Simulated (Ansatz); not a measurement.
**Molecular dynamics of CH4BrFSSi**

Input file:

```yaml
crystal:
  periodic: [false, false, false]
  atoms:
    - { symbol: F, position_ang: [0.818221, -0.415723, 2.027596] }
    - { symbol: Si, position_ang: [1.153638, -0.009356, 0.478115] }
    - { symbol: Br, position_ang: [2.831719, -1.344231, -0.163051] }
    - { symbol: C, position_ang: [-0.221485, -0.212657, -0.664918] }
    - { symbol: S, position_ang: [-1.588905, 0.9989, -0.717841] }
    - { symbol: H, position_ang: [1.606489, 1.402634, 0.574878] }
    - { symbol: H, position_ang: [-1.883519, -0.390738, -0.704536] }
    - { symbol: H, position_ang: [-0.389005, -1.040819, -1.354841] }
    - { symbol: H, position_ang: [-2.238753, 0.965789, 0.507397] }
basis:
  gaussian: { orbitals: def2-SVP }
hamiltonian:
  xc: b3lyp
md:
  timestep: 0.5
  n_steps: 200
  ensemble: nve
  temperature: 100.0
  initial_velocities: maxwell_boltzmann
  seed: 7112
```

Launched with:

```bash
$ ansatz run input.yaml --threads 2 --pin off --max-ram 3072MiB --backend cpu --events-out ev --progress --plain --runs-dir out
```

It starts at the highest image of a converged band. Of that band: Neighbouring images differ by up to 2.3 eV, so the band resolves the path poorly. A vibrational analysis at the climbing image gives one clearly imaginary mode, 1146i cm⁻¹: a first-order saddle point.

Output, in part (one step line in 7, the closing report, with atoms numbered from 0):

```
md step     0: t =     0.00 fs  T =   100.0 K  F+E_penalty+E_count = -92562.13040224 eV  E_kin = 0.090482 eV  conserved = -92562.03992024 eV  (28 SCF iters)
md step     7: t =     3.50 fs  T =    72.5 K  F+E_penalty+E_count = -92562.10545318 eV  E_kin = 0.065608 eV  conserved = -92562.03984521 eV  (25 SCF iters)
md step    14: t =     7.00 fs  T =    32.5 K  F+E_penalty+E_count = -92562.06916441 eV  E_kin = 0.029374 eV  conserved = -92562.03978998 eV  (25 SCF iters)
md step    21: t =    10.50 fs  T =    27.9 K  F+E_penalty+E_count = -92562.06498459 eV  E_kin = 0.025203 eV  conserved = -92562.03978136 eV  (25 SCF iters)
md step    28: t =    14.00 fs  T =    71.3 K  F+E_penalty+E_count = -92562.10428738 eV  E_kin = 0.064516 eV  conserved = -92562.03977100 eV  (25 SCF iters)
md step    35: t =    17.50 fs  T =   194.0 K  F+E_penalty+E_count = -92562.21493048 eV  E_kin = 0.175529 eV  conserved = -92562.03940111 eV  (30 SCF iters)
md step    42: t =    21.00 fs  T =   801.0 K  F+E_penalty+E_count = -92562.76243228 eV  E_kin = 0.724780 eV  conserved = -92562.03765207 eV  (27 SCF iters)
md step    49: t =    24.50 fs  T =  2759.1 K  F+E_penalty+E_count = -92564.53960116 eV  E_kin = 2.496481 eV  conserved = -92562.04311998 eV  (28 SCF iters)
md step    56: t =    28.00 fs  T =  3350.7 K  F+E_penalty+E_count = -92565.07825498 eV  E_kin = 3.031761 eV  conserved = -92562.04649404 eV  (30 SCF iters)
md step    63: t =    31.50 fs  T =  1410.3 K  F+E_penalty+E_count = -92563.31492454 eV  E_kin = 1.276061 eV  conserved = -92562.03886360 eV  (30 SCF iters)
md step    70: t =    35.00 fs  T =  1374.9 K  F+E_penalty+E_count = -92563.28250194 eV  E_kin = 1.244044 eV  conserved = -92562.03845795 eV  (31 SCF iters)
md step    77: t =    38.50 fs  T =  2286.6 K  F+E_penalty+E_count = -92564.10553697 eV  E_kin = 2.068964 eV  conserved = -92562.03657340 eV  (27 SCF iters)
md step    84: t =    42.00 fs  T =  2628.8 K  F+E_penalty+E_count = -92564.42384202 eV  E_kin = 2.378617 eV  conserved = -92562.04522487 eV  (27 SCF iters)
md step    91: t =    45.50 fs  T =   832.7 K  F+E_penalty+E_count = -92562.79159558 eV  E_kin = 0.753415 eV  conserved = -92562.03818064 eV  (28 SCF iters)
md step    98: t =    49.00 fs  T =  1689.7 K  F+E_penalty+E_count = -92563.56921951 eV  E_kin = 1.528864 eV  conserved = -92562.04035542 eV  (27 SCF iters)
md step   105: t =    52.50 fs  T =   972.6 K  F+E_penalty+E_count = -92562.88817639 eV  E_kin = 0.880063 eV  conserved = -92562.00811337 eV  (27 SCF iters)
md step   112: t =    56.00 fs  T =  1951.4 K  F+E_penalty+E_count = -92563.80532983 eV  E_kin = 1.765674 eV  conserved = -92562.03965567 eV  (27 SCF iters)
md step   119: t =    59.50 fs  T =  1522.2 K  F+E_penalty+E_count = -92563.41624395 eV  E_kin = 1.377338 eV  conserved = -92562.03890638 eV  (27 SCF iters)
md step   126: t =    63.00 fs  T =  3267.7 K  F+E_penalty+E_count = -92565.00199853 eV  E_kin = 2.956647 eV  conserved = -92562.04535133 eV  (27 SCF iters)
md step   133: t =    66.50 fs  T =  2009.3 K  F+E_penalty+E_count = -92563.85016258 eV  E_kin = 1.818032 eV  conserved = -92562.03213048 eV  (28 SCF iters)
md step   140: t =    70.00 fs  T =   921.3 K  F+E_penalty+E_count = -92562.87228520 eV  E_kin = 0.833624 eV  conserved = -92562.03866133 eV  (29 SCF iters)
md step   147: t =    73.50 fs  T =  1154.3 K  F+E_penalty+E_count = -92563.08399052 eV  E_kin = 1.044392 eV  conserved = -92562.03959882 eV  (30 SCF iters)
md step   154: t =    77.00 fs  T =  2766.0 K  F+E_penalty+E_count = -92564.54591462 eV  E_kin = 2.502704 eV  conserved = -92562.04321096 eV  (30 SCF iters)
md step   161: t =    80.50 fs  T =  3046.5 K  F+E_penalty+E_count = -92564.79926481 eV  E_kin = 2.756527 eV  conserved = -92562.04273747 eV  (29 SCF iters)
md step   168: t =    84.00 fs  T =  1746.9 K  F+E_penalty+E_count = -92563.61987235 eV  E_kin = 1.580653 eV  conserved = -92562.03921941 eV  (30 SCF iters)
md step   175: t =    87.50 fs  T =  1444.4 K  F+E_penalty+E_count = -92563.34701194 eV  E_kin = 1.306908 eV  conserved = -92562.04010388 eV  (27 SCF iters)
md step   182: t =    91.00 fs  T =  1718.3 K  F+E_penalty+E_count = -92563.59357168 eV  E_kin = 1.554733 eV  conserved = -92562.03883890 eV  (27 SCF iters)
md step   189: t =    94.50 fs  T =  2080.2 K  F+E_penalty+E_count = -92563.92557938 eV  E_kin = 1.882239 eV  conserved = -92562.04334057 eV  (27 SCF iters)
md step   196: t =    98.00 fs  T =  1585.5 K  F+E_penalty+E_count = -92563.47480318 eV  E_kin = 1.434579 eV  conserved = -92562.04022381 eV  (30 SCF iters)
md step   200: t =   100.00 fs  T =  1761.8 K  F+E_penalty+E_count = -92563.63608431 eV  E_kin = 1.594082 eV  conserved = -92562.04200261 eV  (28 SCF iters)
Total energy: -92563.63633061 eV, -3401.6508932638 hartree
Atom 0 at     0.637220    -0.291501     1.863126 Å, force    -0.177812     0.104158     2.887129 eV/Å
Atom 1 at     1.181259    -0.031530     0.429696 Å, force    -2.183594    -0.850506    -3.960735 eV/Å
Atom 2 at     2.837357    -1.341748    -0.136360 Å, force     0.882926    -0.230141     0.225895 eV/Å
Atom 3 at    -0.228130    -0.608398    -0.789330 Å, force     0.269777     0.248257    -0.125171 eV/Å
Atom 4 at    -1.588610     1.103390    -0.562546 Å, force     1.094225    -2.442375    -0.414530 eV/Å
Atom 5 at     1.187780     1.309983    -0.175199 Å, force     0.852196     0.524472     0.897961 eV/Å
Atom 6 at    -0.476161    -1.787753    -1.111127 Å, force    -0.037043     3.409672     0.992340 eV/Å
Atom 7 at     0.323192    -0.066079    -1.584789 Å, force    -0.539792    -0.733734    -0.761001 eV/Å
Atom 8 at    -1.674884     0.952583     0.770340 Å, force    -0.160882    -0.029804     0.258112 eV/Å
Dipole moment:     0.208930     0.006085     0.042469 e Å
```

All steps were run. The conserved energy stayed within 3.5 meV per atom of its start (net change -0.23 meV per atom), so there is no drift, though single steps change it by up to 35 meV in the whole system, a sign of fast motions only just resolved. The system heated up, since it started high on the potential surface and ran downhill. A run of 0.1 ps of so small a system gives no equilibrium averages. The orbitals stay closed-shell, which can raise the energy where a bond breaks towards radicals; this wasn't checked here.

The step under study would form S5–H7 and break C4–H7. These pairs go: S5–H7 1.42 → 3.15 Å, C4–H7 1.67 → 1.25 Å. In the last frame they stand as before the step (other bonds may differ from the relaxed reactants and products). These pairs come and go: their bonding changes 10 times, last at 76 of 100 fs, so the outcome isn't settled. It ends as one piece, CH4BrFSSi. Pairs count as bonded within 1.25 times the sum of covalent radii (0.12 Å more for H–H).

Last frame:

```xyz
9
Properties=species:S:1:pos:R:3
F 0.637 -0.291 1.863
Si 1.181 -0.032 0.430
Br 2.837 -1.342 -0.136
C -0.228 -0.608 -0.789
S -1.589 1.103 -0.562
H 1.188 1.310 -0.175
H -0.476 -1.788 -1.111
H 0.323 -0.066 -1.585
H -1.675 0.953 0.770
```

The run took 12 min on 2 threads of Intel(R) Xeon(R) Platinum 8375C CPU @ 2.90GHz (Ice Lake), with other jobs on the host, peak memory 0.32 GiB.
